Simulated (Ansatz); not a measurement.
A nudged elastic band was laid between two geometries of C4H11BS (17 atoms, charge 0, multiplicity 1).

Computed with RKS PBE0-D4/6-31G* (Ansatz 0.2.0).

```json
{
 "movable images": "7",
 "climbing image": "yes",
 "spring": "5.0 eV/Å²",
 "optimiser": "quadratic models (default)",
 "start path": "through a guess of the saddle point",
 "force threshold": "0.03 eV/Å",
 "iteration limit": "35",
 "end points": "relaxed"
}
```

First end point:

```xyz
17
Properties=species:S:1:pos:R:3
C 2.014 -2.607 -0.892
B 1.191 -1.284 -1.055
S -0.208 -0.961 -0.007
C -0.839 0.669 -0.556
C -0.712 1.747 0.513
C -1.539 1.472 1.762
H 1.981 -3.177 -1.831
H 3.073 -2.368 -0.730
H 1.681 -3.263 -0.082
H 1.472 -0.467 -1.890
H -1.891 0.527 -0.828
H -0.291 0.945 -1.461
H -1.032 2.697 0.063
H 0.345 1.868 0.780
H -1.444 2.288 2.485
H -2.602 1.366 1.515
H -1.218 0.548 2.256
```

Last end point:

```xyz
17
Properties=species:S:1:pos:R:3
C 1.931 -2.731 -0.999
B 1.113 -1.404 -1.159
S 0.492 -0.554 0.273
C -0.379 0.910 -0.411
C -0.733 1.903 0.688
C -1.750 1.373 1.691
H 1.424 -3.541 -1.542
H 2.912 -2.624 -1.481
H 2.087 -3.057 0.033
H 0.887 -0.931 -2.239
H -1.284 0.562 -0.919
H 0.274 1.370 -1.156
H -1.131 2.804 0.203
H 0.183 2.211 1.207
H -2.681 1.083 1.190
H -1.369 0.493 2.220
H -1.995 2.133 2.440
```

(1) What changes between the two ends?

(2) What energy profile does the band end with?

(3) What is the geometry of the highest image?

(4) What are the harmonic wavenumbers there?

The band took 22 iterations and roughly 24 core-minutes.

Results:

(1) No bond is made or broken. The dihedral C4–C5–C6–H17 goes from 62 to -178°.

(2) The forces met the threshold. The highest image is number 5 of 0 to 8, 14.0 kJ/mol above the first end and 12.0 kJ/mol above the last; the last end lies 2.1 kJ/mol above the first. A vibrational analysis at the climbing image gives one clearly imaginary mode, 239i cm⁻¹: a first-order saddle point.

```json
{"image": "0", "path coordinate (Å)": "0.00", "energy (kJ/mol)": "0.0", "dihedral C4–C5–C6–H17 (°)": "62"}
{"image": "1", "path coordinate (Å)": "0.59", "energy (kJ/mol)": "0.5", "dihedral C4–C5–C6–H17 (°)": "62"}
{"image": "2", "path coordinate (Å)": "1.18", "energy (kJ/mol)": "1.2", "dihedral C4–C5–C6–H17 (°)": "65"}
{"image": "3", "path coordinate (Å)": "1.77", "energy (kJ/mol)": "4.1", "dihedral C4–C5–C6–H17 (°)": "79"}
{"image": "4", "path coordinate (Å)": "2.37", "energy (kJ/mol)": "10.5", "dihedral C4–C5–C6–H17 (°)": "100"}
{"image": "5", "path coordinate (Å)": "2.96", "energy (kJ/mol)": "14.0", "dihedral C4–C5–C6–H17 (°)": "121"}
{"image": "6", "path coordinate (Å)": "4.14", "energy (kJ/mol)": "3.6", "dihedral C4–C5–C6–H17 (°)": "164"}
{"image": "7", "path coordinate (Å)": "5.33", "energy (kJ/mol)": "2.5", "dihedral C4–C5–C6–H17 (°)": "-170"}
{"image": "8", "path coordinate (Å)": "6.51", "energy (kJ/mol)": "2.1", "dihedral C4–C5–C6–H17 (°)": "-178"}
```

(3) 
```xyz
17
Properties=species:S:1:pos:R:3
C 1.999 -2.696 -0.931
B 1.178 -1.375 -1.125
S 0.162 -0.752 0.193
C -0.607 0.770 -0.483
C -0.737 1.850 0.583
C -1.681 1.475 1.738
H 1.704 -3.427 -1.695
H 3.065 -2.498 -1.109
H 1.896 -3.166 0.052
H 1.211 -0.761 -2.157
H -1.593 0.500 -0.875
H 0.010 1.110 -1.320
H -1.098 2.758 0.082
H 0.262 2.091 0.964
H -2.534 2.158 1.801
H -2.084 0.463 1.617
H -1.170 1.498 2.705
```

(4) 239i, 12i, 104, 133, 144, 196, 266, 338, 437, 666, 691, 720, 841, 886, 904, 913, 943, 1038, 1074, 1090, 1122, 1178, 1232, 1273, 1343, 1365, 1387, 1454, 1490, 1494, 1500, 1515, 1528, 1537, 2633, 3054, 3074, 3082, 3095, 3118, 3120, 3152, 3157, 3163, 3167 cm⁻¹.

The run took 12 min on 2 threads of Intel(R) Xeon(R) Platinum 8259CL CPU @ 2.50GHz (Skylake/Cascade Lake), with other jobs on the host, peak memory 0.34 GiB.
